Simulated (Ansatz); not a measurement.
Isolated molecules relaxed with PBE0-D4/def2-TZVP in Ansatz; ΔE leaves out vibrations. CCSD(T)/CBS is the MP2 limit (def2-TZVPP, def2-QZVPP) plus CCSD(T) − MP2 in def2-TZVPP, frozen cores. DFT in def2-TZVPP. One conformer a species, not always the lowest.

Consider the formal exchange of groups at a C–C bond: `BC(B)C` + `OC(F)BCl` → `CC(O)(F)BCl` + `BCB`.

`BC(B)C`:

```xyz
12

B     0.006   -1.515   -0.180
C    -0.273    0.008   -0.135
B    -0.685    0.335    1.322
C     0.723    0.935   -0.819
H     1.065   -1.930   -0.557
H    -0.835   -2.294    0.164
H    -1.282    0.013   -0.606
H    -1.603   -0.238    1.833
H    -0.089    1.162    1.953
H     0.887    0.660   -1.864
H     0.395    1.977   -0.795
H     1.691    0.888   -0.316
```

`OC(F)BCl`:

```xyz
8

O    -0.294   -0.822    1.155
C     0.215    0.195    0.379
F     1.613    0.194    0.429
B    -0.195   -0.106   -1.126
Cl   -1.143    1.043   -2.009
H    -0.255   -0.575    2.084
H    -0.085    1.183    0.748
H     0.144   -1.113   -1.660
```

`CC(O)(F)BCl`:

Cartesian coordinates in Å:
```
C -0.337 -0.531 -1.001
C -0.255 0.309 0.261
O 0.056 1.627 0.004
F -1.526 0.257 0.856
B 0.783 -0.334 1.281
Cl 2.457 0.092 1.210
H -1.122 -0.123 -1.647
H -0.597 -1.565 -0.771
H 0.614 -0.507 -1.534
H -0.507 1.945 -0.710
H 0.434 -1.171 2.051
```

`BCB`:

Z-matrix (Å, degrees):
```
C
B 1 1.551
B 1 1.550 2 108.9
H 1 1.106 2 102.2 3 -107.9
H 1 1.089 2 115.0 3 130.8
H 2 1.197 1 121.3 3 -118.6
H 2 1.197 1 119.8 3 60.6
H 3 1.197 1 121.4 2 118.0
H 3 1.197 1 119.8 2 -61.2
```

| level | ΔE (kJ/mol) |
| --- | --- |
| PBE | -25.2 |
| MP2/def2-TZVPP | -31.0 |

**Question.** What does CCSD(T)/CBS give? (Best estimate.)

**Answer.** Ansatz gave: -31.0 kJ/mol. The listed levels differ from it by 5.8, 0.0 kJ/mol.

Largest T1 diagnostic among the species: 0.013.
